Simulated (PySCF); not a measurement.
wavenumber (cm⁻¹), absorption (km/mol per cm⁻¹) and a bar:
```
        0      0.002 
        8      0.002 
       16      0.003 
       24      0.003 
       32      0.005 
       40      0.006 
       48      0.011 
       56      0.028 
       64      0.031 #
       72      0.022 
       80      0.032 #
       88      0.074 #
       96      0.252 ####
      104      0.219 ####
      112      0.065 #
      120      0.028 
      128      0.016 
      136      0.010 
      144      0.007 
      152      0.006 
      160      0.005 
      168      0.004 
      176      0.004 
      184      0.003 
      192      0.003 
      200      0.003 
      208      0.003 
      216      0.003 
      224      0.003 
      232      0.003 
      240      0.004 
      248      0.004 
      256      0.004 
      264      0.005 
      272      0.005 
      280      0.006 
      288      0.007 
      296      0.008 
      304      0.010 
      312      0.012 
      320      0.015 
      328      0.020 
      336      0.026 
      344      0.037 #
      352      0.056 #
      360      0.094 ##
      368      0.187 ###
      376      0.500 #########
      384      1.680 ##############################
      392      0.872 ################
      400      0.274 #####
      408      0.123 ##
      416      0.069 #
      424      0.044 #
      432      0.030 #
      440      0.022 
      448      0.017 
      456      0.013 
      464      0.011 
      472      0.009
```

This is the computed harmonic infrared spectrum of singlet OsSe₃, Lorentzian lines of 12 cm⁻¹ full width. All numbers come from PySCF, PBE0, basis Os def2-SVP with ECP60, Se def2-SVP (scalar-relativistic core potentials, no spin–orbit coupling, density fitting).

Q: Which bands make it up, and how are they assigned?

A: In D3h symmetry, counting bands above 1 % of the strongest: 60 cm⁻¹ (a2'', bend, 0.6 km/mol); 100 cm⁻¹ (e', bend, 6.4 km/mol); 386 cm⁻¹ (e', stretch, 34 km/mol).

Other isomers or separated fragments may lie lower. With an element this heavy the missing spin–orbit coupling can shift these numbers.
